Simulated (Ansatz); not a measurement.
Relaxation of the cluster PdCl2 with RKS r2SCAN-D4/def2-TZVP.

```sh
$ ansatz run in.yaml --threads 4 --pin off --events-out ev --progress --plain --max-ram 3916MiB
```

```yaml
crystal:
  periodic: [false, false, false]
  atoms:
    - {symbol: Pd, position_ang: [-2.211340, 0.060430, 0.158600]}
    - {symbol: Cl, position_ang: [2.166700, -0.054550, -0.154130]}
    - {symbol: Cl, position_ang: [0.044640, -0.005870, -0.004480]}
basis:
  gaussian: {orbitals: def2-TZVP}
hamiltonian: {xc: r2scan, dispersion: d4}
scf: {lower_state_search: "off"}
output: {orbitals: {seedname: orbitals}}
relax: {f_tol: 0.02, max_steps: 100}
```

It took 9 s on 4 threads of Arm Neoverse V1 on a shared host.

Positions (Å) and forces (eV/Å) at steps 1, 2, 3, 4, 5, 6, 7, 8 of 8:

```xyz
3
step=1 energy=-28525.0615 eV
Pd   -2.211    0.060    0.159    0.227   -0.005   -0.016
Cl    2.167   -0.055   -0.154    0.840   -0.017   -0.059
Cl    0.045   -0.006   -0.004   -1.067    0.022    0.075
3
step=2 energy=-28525.0918 eV
Pd   -2.215    0.061    0.159    0.152   -0.003   -0.010
Cl    2.190   -0.055   -0.156    0.442   -0.008   -0.031
Cl    0.025   -0.006   -0.003   -0.594    0.010    0.041
3
step=3 energy=-28525.1059 eV
Pd   -2.215    0.062    0.159   -0.034    0.004    0.003
Cl    2.215   -0.054   -0.157    0.068    0.001   -0.004
Cl    0.000   -0.008   -0.002   -0.034   -0.005    0.001
3
step=4 energy=-28525.1068 eV
Pd   -2.208    0.084    0.165   -0.140    0.027    0.016
Cl    2.217   -0.031   -0.151    0.007    0.018    0.005
Cl   -0.009   -0.053   -0.014    0.132   -0.046   -0.021
3
step=5 energy=-28525.1260 eV
Pd   -2.190    0.160    0.185    0.064    0.042    0.007
Cl    2.201    0.044   -0.129   -0.024    0.049    0.015
Cl   -0.011   -0.205   -0.055   -0.040   -0.091   -0.022
3
step=6 energy=-28525.1601 eV
Pd   -2.108    0.255    0.205    0.076    0.018    0.000
Cl    2.128    0.143   -0.098   -0.047    0.029    0.011
Cl   -0.021   -0.398   -0.108   -0.029   -0.047   -0.011
3
step=7 energy=-28525.1702 eV
Pd   -2.043    0.301    0.214    0.027    0.002   -0.001
Cl    2.068    0.194   -0.080   -0.019    0.006    0.003
Cl   -0.025   -0.495   -0.134   -0.008   -0.009   -0.002
3
step=8 energy=-28525.1709 eV
Pd   -2.014    0.317    0.216   -0.012    0.002    0.001
Cl    2.041    0.213   -0.073   -0.006   -0.005   -0.001
Cl   -0.027   -0.531   -0.144    0.018    0.003    0.000
```

In the def2 sets Pd takes a core potential; there is no spin–orbit coupling. The restricted singlet is unstable towards broken spin symmetry in Hartree–Fock (as tested in another run); at r2SCAN-D4/def2-TZVP this wasn't settled. In the singlet, Cl2 and Cl3 lie 2.20 Å apart (atoms count from 1), so these atoms are partly bonded to each other. The relaxation made no stability test and no search for a lower SCF solution. No other spin state of charge 0 was run. Another isomer (triplet) lies 1.81 eV lower at PBE0-D4/def2-TZVP; other spin states weren't run for this one.
